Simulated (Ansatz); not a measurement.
A made-up structure of MgGaH$_{2}$F, singlet:

```
atom    x (Å)    y (Å)    z (Å)
  F1  -1.5179  -1.6116  -0.3574
 Ga2  -0.3927  -0.6891   0.6773
 Mg3   0.8025   1.1885  -0.7649
  H4  -0.4557  -1.2793   2.1478
  H5   0.6965  -1.7093   1.0144
```

It is relaxed with PBE-D4/def2-SVP and then PBE0-D4/def2-TZVP (Ansatz 0.2.0). Atoms count as bonded within 1.22 times the sum of their covalent radii (H–H: 0.88 Å). The end point is not checked to be a true minimum.

**Question.** Does its bonding change? (Judge from chemistry; the calculation decides.)

**Answer.** Computed: Yes. Formed: F1–Mg3; broken: none.

Where it ends: The first stage lowers the energy by 2.58 eV in 18 steps. It ends as MgGaH₂F ([F]1[Mg][GaH2]1):
```
5
angstrom
F -1.0549 -0.7373 -0.5686
Ga 0.0011 -1.1175 1.0232
Mg 0.0533 0.8819 -0.7632
H -0.8562 -0.8380 2.2983
H 0.9894 -2.2899 0.7274
```

Labels in which every atom is bracketed show which atoms are joined, not bond orders.

For scale, one of the runs: PBE0-D4/def2-TZVP relaxation, 123 basis functions, launched by `ansatz run in.yaml --threads 2 --pin off --events-out ev --progress --plain --max-ram 4352MiB`. Hardware: 2 CPU threads of an Arm Neoverse V2, shared host. Wall time about 11 s.
